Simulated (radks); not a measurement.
Effect of the nuclear size on the praseodymium ion Pr50+, [He] 2s2 2p5. Calculated with a radial shooting solver on a logarithmic mesh with Libxc functionals: Dirac Kohn-Sham, LDA (Slater exchange, Perdew-Wang correlation), spin-unpolarised, spherical densities, finite nucleus; open shells are shared between the two j in proportion to 2j + 1; Fermi nuclear charge, rms radius 4.8919 fm. The rms radius is varied about that value; shifts are against it.

| rms radius (fm) | total energy shift (eV) | density at nucleus (e/bohr^3) | 1s1/2 shift (meV) | 2s1/2 shift (meV) | 2p1/2 shift (meV) | 2p3/2 shift (meV) | 3s1/2 (empty) shift (meV) | 3p1/2 (empty) shift (meV) |
|---|---|---|---|---|---|---|---|---|
| 4.0456 | -3.60 | 4.227e+05 | -1540 | -202 | 1.34 | 7.52 | -55.7 | -0.138 |
| 4.5005 | -1.73 | 4.131e+05 | -740 | -97.1 | 0.645 | 3.62 | -26.8 | -0.067 |
| 4.8919 | 0 | 4.058e+05 | 0.000 | 0.000 | 0.000 | 0.000 | 0.000 | 0.000 |
| 5.3126 | 1.99 | 3.986e+05 | 849 | 111 | -0.736 | -4.15 | 30.7 | 0.078 |
| 6.0806 | 5.95 | 3.872e+05 | 2540 | 333 | -2.19 | -12.4 | 92.0 | 0.236 |

Slopes of the eigenvalues against <r^2> in GHz/fm^2, as finite differences over the two radii next to the reference (eigenvalue slopes, not the field-shift constants of lines): 1s1/2 48200, 2s1/2 6320, 2p1/2 -41.9, 2p3/2 -236, 3s1/2 (empty) 1750, 3p1/2 (empty) 4.39.
